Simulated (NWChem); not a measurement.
System: CH6GaN; SMILES C[NH][GaH2]

Input file for NWChem:

```
start job
memory heap 200 mb stack 900 mb global 1100 mb
geometry units angstroms
  Ga    -0.334080     0.502430     0.317445
  H     -0.358659     1.012460     1.780445
  H     -1.174960     1.129592    -0.824608
  N      0.731492    -0.903272    -0.094434
  C      0.876749    -1.509825    -1.416582
  H      1.316359    -1.376561     0.587006
  H      0.575874    -2.562416    -1.413858
  H      1.907867    -1.444685    -1.780318
  H      0.231148    -0.969544    -2.115260
end
basis spherical
  * library def2-svp
end
dft
  xc xpbe96 cpbe96
  disp vdw 4
  iterations 150
end
driver
  maxiter 120
end
task dft optimize
task dft freq
```

The level has its own optimisation; frequencies are unscaled.

Problem. Give the results of this calculation. (PBE-D3(BJ)/def2-SVP.) Quantities: r Ga–H (Å); r Ga–N (Å); r C–N (Å); r H–N (Å); highest harmonic frequency (cm⁻¹); lowest (cm⁻¹); zero-point energy (kcal/mol); dipole (D).

Solution. 
```
Quantity                           Value
---------------------------------  -----
r Ga–H (Å)                         1.571
r Ga–N (Å)                         1.832
r C–N (Å)                          1.449
r H–N (Å)                          1.024
highest harmonic frequency (cm⁻¹)   3500
lowest (cm⁻¹)                        166
zero-point energy (kcal/mol)        41.1
dipole (D)                          1.32
```
